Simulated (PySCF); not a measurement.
## Frontier levels across methods

C5H9ClO.
Geometry (PBE0-D3(BJ)/def2-SVP, Å), atoms numbered from 1 in this order:
```xyz
16
C5H9ClO angstrom
C     -1.415    0.729    0.645
C     -0.041    1.077    1.192
C      1.086    0.774    0.214
C      2.452    1.141    0.765
C      3.577    0.855   -0.184
O      3.507    0.384   -1.266
Cl     5.168    1.323    0.510
H     -2.209    0.961    1.370
H     -1.488   -0.344    0.403
H     -1.631    1.290   -0.278
H      0.136    0.526    2.133
H     -0.009    2.148    1.463
H      1.077   -0.297   -0.052
H      0.919    1.315   -0.733
H      2.676    0.602    1.702
H      2.517    2.210    1.032
```

Basis pcSseg-1 throughout (PySCF), one geometry. One conformer (not necessarily the lowest) at the PBE0-D3(BJ)/def2-SVP geometry, without solvent, vibrations or thermal averaging.

Question: How do the orbital energies, the gap and the dipole change with the method?

Answer: 
```json
{"method": "BLYP", "kind": "GGA", "HOMO (eV)": "-6.87", "LUMO (eV)": "-1.89", "gap (eV)": "4.98", "μ (D)": "2.94", "SCF cycles": "16"}
{"method": "OPBE", "kind": "GGA", "HOMO (eV)": "-6.99", "LUMO (eV)": "-1.93", "gap (eV)": "5.06", "μ (D)": "3.02", "SCF cycles": "16"}
{"method": "BP86", "kind": "GGA", "HOMO (eV)": "-7.15", "LUMO (eV)": "-2.14", "gap (eV)": "5.00", "μ (D)": "3.03", "SCF cycles": "15"}
{"method": "KT2", "kind": "GGA", "HOMO (eV)": "-7.18", "LUMO (eV)": "-1.98", "gap (eV)": "5.20", "μ (D)": "3.05", "SCF cycles": "16"}
{"method": "PBE0", "kind": "global hybrid", "HOMO (eV)": "-8.57", "LUMO (eV)": "-0.94", "gap (eV)": "7.63", "μ (D)": "3.12", "SCF cycles": "14"}
{"method": "mPW1PW91", "kind": "global hybrid", "HOMO (eV)": "-8.61", "LUMO (eV)": "-0.96", "gap (eV)": "7.64", "μ (D)": "3.13", "SCF cycles": "13"}
```

The HOMO spans 1.74 eV, from BLYP down to mPW1PW91, and the gap runs from 4.98 eV (BLYP) to 7.64 eV (mPW1PW91). The dipole ranges from 2.94 D (BLYP) to 3.13 D (mPW1PW91). This basis has no diffuse functions.
